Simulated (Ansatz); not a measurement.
Relaxation of BClH5NO (9 atoms, charge 0, multiplicity 1), to a largest force component of 0.03 eV/Å in at most 50 steps.

Theory: Ansatz 0.2.0, RKS B3LYP-D4/6-31G*.

```xyz
9
Properties=species:S:1:pos:R:3:forces:R:3
B -0.047 0.563 -0.461 -0.10 0.79 -0.06
H 0.093 -0.125 1.837 0.29 -1.50 0.22
N 1.231 0.099 -0.775 0.04 -0.04 -0.05
H 1.415 -0.794 -1.208 -0.04 0.03 0.04
H 2.048 0.671 -0.617 -0.01 0.00 0.01
Cl -1.479 -0.473 -0.816 -0.01 -0.01 -0.02
O -0.217 1.823 0.092 0.02 -0.45 -0.58
H -1.154 2.047 0.190 0.03 -0.03 0.02
H -0.036 0.566 1.914 -0.24 1.20 0.41
```

Q: Where does it end, and by what steps?

A: The run converged. The force dipped under the threshold on the way, but the program's further checks kept it going. After 23 steps the energy has fallen by 0.242 eV; H2 moved furthest, 1.63 Å.

```
step  energy less start (eV)  largest force component (eV/Å)  accepted
   0                  0.0000                           1.500       yes
   1                 -0.1465                           0.331       yes
   2                 -0.1948                           0.218       yes
   3                 -0.2128                           0.188       yes
   4                 -0.2180                           0.160       yes
   5                 -0.2166                           0.381        no
   6                 -0.2191                           0.091       yes
   7                 -0.2221                           0.043       yes
   8                 -0.2083                           0.856        no
   9                 -0.2249                           0.039       yes
  10                 -0.2264                           0.212       yes
  11                 -0.2290                           0.240       yes
  12                 -0.2322                           0.183       yes
  13                 -0.2330                           0.235       yes
  14                 -0.2364                           0.190       yes
  15                 -0.2390                           0.079       yes
  16                 -0.2398                           0.020       yes
  17                 -0.2408                           0.093       yes
  18                 -0.2415                           0.050       yes
  19                 -0.2420                           0.035       yes
  20                 -0.2422                           0.028       yes
  21                 -0.2422                           0.035       yes
  22                 -0.2423                           0.030       yes
  23                 -0.2424                           0.013       yes
```

```xyz
9
Properties=species:S:1:pos:R:3
B -0.011 0.505 -0.815
H -0.142 0.409 3.360
N 1.266 0.116 -1.224
H 1.433 -0.546 -1.966
H 2.097 0.483 -0.783
Cl -1.453 -0.197 -1.650
O -0.180 1.403 0.202
H -1.112 1.586 0.380
H -0.044 0.617 2.653
```

Whether the end is a true minimum wasn't checked by a vibrational analysis.

The run took 60 s on 1 thread of Intel(R) Xeon(R) Platinum 8488C (Sapphire Rapids) (shared host), peak memory 0.18 GiB.
